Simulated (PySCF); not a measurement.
How methods differ on the excitation energy of Tl²⁺

Tl²⁺ [Xe] 4f14 5d10 6s1 (2S) → Tl²⁺ [Xe] 4f14 5d9 6s2 (2D), as a difference of total energies. Calculation: PySCF 2.14, in x2c-QZVPPall; the spin-free X2C one-electron Hamiltonian (Gaussian nucleus). Correlated levels: valence and next inner shell: [Kr] 4d10 4f14 frozen. The calculations carry no spin-orbit coupling.

```
                                method  excitation energy (cm⁻¹)
                                   UHF                     77056
                               r2SCANh                     72617
    MP2 (valence and next inner shell)                     71974
SCS-MP2 (valence and next inner shell)                     71468
```
